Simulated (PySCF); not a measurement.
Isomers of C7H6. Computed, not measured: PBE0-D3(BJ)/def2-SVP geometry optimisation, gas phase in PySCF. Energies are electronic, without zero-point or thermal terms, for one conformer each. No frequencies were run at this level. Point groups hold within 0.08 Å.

Question: Order them by energy at this level, lowest first, and give relative energies in kcal/mol.
A. 1,3,5-norcaratriene, `c1c2Cc2ccc1`
B. `[CH:1]#[C:2][C@@H:3]1[CH:4]=[C:5]1[CH:6]=[CH2:7]` with C4–C5–C6–C7 -177°
C. `C=CC#CC#CC`

Answer: A (0.0), C (37.6), B (61.3).

As drawn, the lowest has an aromatic ring, which the highest lacks; the highest has a C≡C bond and a C=C bond outside aromatic rings, which the lowest lacks.

```tsv
SMILES	E (Eh)	E rel (kcal/mol)	dipole (D)	point group	A, B, C (MHz)
c1ccc2c(c1)C2	-269.75456	0.0	0.11	C2v	5538, 3192, 2053
C=CC#CC#CC	-269.69470	37.6	0.78	–	30729, 785.0, 769.1
C#C[C@@H]1C=C1C=C	-269.65695	61.3	1.33	C1	4652, 1923, 1464
```
